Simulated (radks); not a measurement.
Problem. Successive ionisation energies (eV) of one element, from differences of total energies of ions in their ground configurations, starting at charge 44: 2238.9, 2294.1, 2348.2, 2489.8, 2550.2, 4560.2, 4691.6, 4823.9, 4957.0, 5090.6, 5266.1, 5405.1, 5545.0, 5685.6, 5826.7, 6216.0, 6335.6, 6452.8, 6611.9, 6734.0, 6853.6, 7102.1. Calculated with a radial shooting solver on a logarithmic mesh with Libxc functionals: non-relativistic Kohn-Sham, TPSS, spin-polarised, spherical densities, point nucleus; open shells are filled with parallel spins first (spin-orbit coupling, left out, can overturn this in heavy ions); meta-GGA in the generalised Kohn-Sham scheme; relativity is left out, which matters for an element this heavy. Which element is it?

Solution. Iridium (Z = 77). The first species listed is Ir44+ in [Ar] 3d10 4s2 4p3, the last Ir65+ in [Ne] 3s2.
